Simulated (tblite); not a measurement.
Compound: C2H6O3SSi.
Structure used (GFN2-xTB), in Å, numbered top down from 1:
```
atom  x, y, z in Å
C1    -2.4816    0.3807    0.5062
C2    -1.7004   -0.2616   -0.3299
S3    -0.0832   -0.7592    0.2159
O4     0.0481   -0.5815    1.6260
O5     0.2657   -2.0256   -0.3417
O6     0.7588    0.3645   -0.5209
Si7    2.3883    0.4779   -0.3398
H8    -3.4667    0.7327    0.2441
H9    -2.1324    0.5657    1.5089
H10   -1.9184   -0.5175   -1.3499
H11    3.0282   -0.7466   -0.8155
H12    2.7049    0.7431    1.0618
H13    2.5844    1.6279   -1.2196
```

All values are computed: GFN2-xTB (tblite) harmonic vibrations without scaling, gas phase. Errors from tens to a few hundred cm⁻¹ against measured bands are possible. Modes of hydrogen on silicon can be 10 to 20 % off. One conformer, not necessarily the lowest.

Harmonic wavenumbers (cm⁻¹): 33.0, 56.9, 115.0, 116.9, 202.7, 213.7, 350.0, 423.0, 444.4, 488.3, 558.1, 610.6, 621.9, 705.4, 710.6, 726.8, 776.3, 805.3, 896.0, 904.1, 946.4, 1015.1, 1128.1, 1181.2, 1285.7, 1358.8, 1692.7, 2263.5, 2272.4, 2276.5, 3086.1, 3120.6, 3135.7.

A = 3530, B = 1315, C = 1217 MHz; mass 137.981 u (most abundant isotopes); point group C1, symmetry number 1.

Question: Zero-point energy?

Answer: Half the sum of the wavenumbers: 17261 cm⁻¹ = 206.48 kJ/mol.

Question: What is S at 400 K and 1 bar for an ideal gas of classical rigid rotors and harmonic oscillators?

Answer: Translation 176.41, rotation 122.63, vibration 152.06: S = 451.1 J/(mol K).

Question: And Cp and H(400 K) − H(0)?

Answer: Cp = 173.39 J/(mol K), of which vibrations give 140.13 (their classical limit is 33 R = 274.4); H(400 K) − H(0) = 43.42 kJ/mol without the zero-point energy, 30.12 from vibrations.

Question: What must be added to the electronic energy to get the Gibbs energy at 400 K and 1 bar?

Answer: ZPE + [H(400 K) − H(0)] − T·S = 206.48 + 43.42 − 180.44 = 69.46 kJ/mol.

Question: How do the functions run with temperature in this model?

Answer: 
```
T (K)  S (J/(mol K))  Cp (J/(mol K))  H − H(0) (kJ/mol)  G − H(0) (kJ/mol)  ln q(vib)
  100          291.8            74.3               5.48             -23.70       2.09
  200          353.9           109.8              14.64             -56.14       4.57
  300          405.3           145.1              27.43             -94.16       6.93
  500          492.2           194.9              61.89            -184.22      11.45
  800          593.8           236.0             127.17            -347.83      17.55
 1000          648.3           252.7             176.14            -472.17      21.16
```

q(vib) and H(0) count from the zero-point level.

Hindered rotation and anharmonicity are outside this model. Other conformers, if any are populated, would add a mixing term that is left out. The structure is chiral; the term R ln 2 for an equal mix with its mirror image is left out.

Run on one thread, Arm Neoverse N1, no GPU (shared host). The figure is for the frequency step alone.
